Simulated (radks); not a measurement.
Question: Species: Ho64+. Configuration: [He] 2s1 (the NIST ground configuration). All-electron calculation, non-relativistic Kohn-Sham, TPSS, spin-polarised, spherical densities, point nucleus; open shells are filled with parallel spins first (spin-orbit coupling, left out, can overturn this in heavy ions); meta-GGA in the generalised Kohn-Sham scheme; relativity is left out, which matters for an element this heavy. Program: a radial shooting solver on a logarithmic mesh with Libxc functionals. Some entries of the table are withheld. Estimate them.

| orbital | occ. | eigenvalue (eV) | <r^2> (bohr^2) |
|---|---|---|---|
| 1s up | 1 | (1) | 0.0006774 |
| 1s down | 1 | (2) | 0.0006774 |
| 2s up | 1 | -14456.66 | 0.009706 |

Answer: 
(1) 1s up eigenvalue (eV): -59193.50
(2) 1s down eigenvalue (eV): -59175.38
